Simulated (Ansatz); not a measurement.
Two members of one family (Si nanocrystals, hexagonal, H-capped), computed with Ansatz in the gas phase. The two geometries come from different levels. Binding counts from free atoms in the multiplicity of their measured ground term, without zero-point energy. Sets without diffuse functions give affinities that are too small. A dash marks a value that wasn't run or was left out as unsound. The structures are stationary points that may keep the symmetry of their start. Remarks come from the PBE and PBE0 runs and from stability tests at other levels; not every state was tested. A HOMO above zero means that the electron is unbound at that level and held by the basis, or that self-interaction error raises the level; the energy of removing that electron tells which. HOMO above LUMO (over both spins in singlets and doublets, within one spin in higher multiplets; at PBE or PBE0), or a gap under 0.15 eV within one spin, warns that the state may not be the lowest or that an electron is smeared out.

First: Si27H34 (singlet, charge 0, PBE-D4/def2-SVP geometry).

```xyz
61

Si    4.517    0.103   -0.415
Si    3.172    1.946   -0.973
Si    2.417    1.884   -3.215
Si    2.080    2.251    2.715
Si    1.330    2.011    0.487
Si   -0.016    3.845   -0.104
Si    0.074    1.615   -3.256
Si   -0.627    3.692   -2.386
Si   -1.876    3.912    1.331
Si    3.293   -1.894   -0.603
Si    2.548   -2.309   -2.810
Si    2.202   -1.554    3.082
Si    1.356    0.431    4.018
Si    1.451   -1.793    0.855
Si    0.087    0.028    0.259
Si    0.193   -2.202   -2.888
Si   -0.662   -0.211   -1.967
Si   -0.995    0.348    3.956
Si   -1.746    0.111    1.728
Si   -3.122    1.928    1.151
Si   -3.015   -0.289   -2.011
Si   -4.015    1.603   -1.016
Si    0.226   -3.787    0.634
Si   -0.379   -4.113   -1.630
Si   -1.636   -3.694    2.065
Si   -3.003   -1.864    1.516
Si   -3.900   -2.015   -0.670
H     5.744    0.057   -1.292
H     4.965    0.256    1.019
H     3.970    3.215   -0.772
H     2.715    3.226   -3.840
H     3.146    0.837   -4.013
H     3.587    2.326    2.730
H     1.542    3.540    3.288
H     0.799    5.103    0.090
H    -0.411    1.451   -4.678
H     0.130    4.761   -3.138
H    -2.097    3.948   -2.581
H    -1.380    4.041    2.751
H    -2.741    5.109    1.020
H     4.168   -3.048   -0.168
H     3.214   -1.389   -3.799
H     2.934   -3.724   -3.169
H     3.712   -1.528    3.101
H     1.745   -2.740    3.894
H     1.836    0.585    5.442
H    -0.293   -2.343   -4.311
H    -1.570    1.614    4.547
H    -1.489   -0.816    4.778
H    -4.267    1.977    2.137
H    -3.483   -0.441   -3.440
H    -3.891    2.846   -1.856
H    -5.485    1.293   -0.868
H     1.117   -4.931    1.062
H     0.449   -5.255   -2.169
H    -1.828   -4.495   -1.764
H    -1.144   -3.517    3.482
H    -2.422   -4.981    1.994
H    -4.149   -1.795    2.500
H    -3.692   -3.385   -1.257
H    -5.388   -1.777   -0.573
```

```tsv
level	HOMO (eV)	LUMO (eV)	gap (eV)	vertical EA (eV)	binding per atom (eV)
PBE-D4/def2-SVP	-6.01	-2.40	3.60	1.18	3.34
r2SCAN-D4/def2-SVP	-6.27	-2.34	3.92	–	3.34
PBE0-D4/def2-SVP	-6.95	-1.78	5.17	0.97	3.34
```

Remarks: HOMO above zero (-1 doublet).

Second: Si28H34 (singlet, charge 0, r2SCAN-D4/def2-SVP geometry).

Cartesian coordinates in Å:
```
Si 3.457 3.508 1.591
Si 3.456 1.810 3.216
Si 4.650 -0.685 0.534
Si 3.004 -0.247 2.174
Si 1.322 3.624 0.618
Si -0.289 4.072 2.294
Si 2.501 1.145 -2.087
Si 3.642 -0.850 -1.583
Si 0.868 1.571 -0.429
Si 0.875 -0.138 1.187
Si -1.841 2.310 2.401
Si -0.728 0.294 2.875
Si 2.085 -2.613 -1.533
Si 0.450 -2.192 0.124
Si 0.496 -3.891 1.744
Si -2.265 -1.484 2.962
Si -1.102 -3.470 3.437
Si 1.469 0.939 -4.190
Si -1.282 1.649 -1.374
Si -2.893 2.084 0.306
Si -0.092 -0.820 -4.114
Si 1.052 -2.819 -3.636
Si -1.721 -0.396 -2.452
Si -1.700 -2.090 -0.819
Si -4.463 0.332 0.368
Si -3.313 -1.660 0.862
Si -3.866 -0.301 -3.402
Si -5.490 0.138 -1.739
H 3.820 4.822 2.211
H 4.480 3.184 0.544
H 4.782 1.756 3.912
H 2.401 2.111 4.237
H 5.673 0.411 0.535
H 5.349 -1.970 0.860
H 3.005 -1.350 3.193
H 1.277 4.710 -0.417
H 0.389 4.241 3.621
H -0.998 5.352 1.970
H 3.479 2.285 -2.110
H 4.671 -1.121 -2.644
H -2.880 2.572 3.452
H -0.018 0.403 4.194
H 2.801 -3.887 -1.186
H 1.868 -3.979 2.341
H 0.197 -5.201 1.080
H -3.301 -1.204 4.012
H -0.414 -3.344 4.762
H -2.062 -4.617 3.517
H 2.506 0.648 -5.232
H 0.781 2.220 -4.553
H -1.336 2.753 -2.390
H -3.592 3.368 -0.036
H -0.778 -0.939 -5.445
H 2.091 -3.073 -4.687
H 0.094 -3.971 -3.629
H -2.025 -3.401 -1.475
H -5.480 0.604 1.438
H -4.283 -2.805 0.884
H -3.901 0.776 -4.443
H -4.168 -1.606 -4.074
H -6.213 1.410 -2.066
H -6.494 -0.973 -1.709
```

Problem. Estimate how these quantities change from the first to the second (second minus first).

Solution. 
```tsv
level	Δ HOMO (eV)	Δ LUMO (eV)	Δ gap (eV)	Δ vertical EA (eV)	Δ binding per atom (eV)
PBE-D4/def2-SVP	0.14	0.08	-0.06	-0.06	0.02
r2SCAN-D4/def2-SVP	0.15	0.10	-0.05	–	0.02
PBE0-D4/def2-SVP	0.15	0.08	-0.07	-0.06	0.02
```

Remarks: HOMO above zero (-1 doublet), gap within one spin near zero at PBE or PBE0 (-1 doublet).
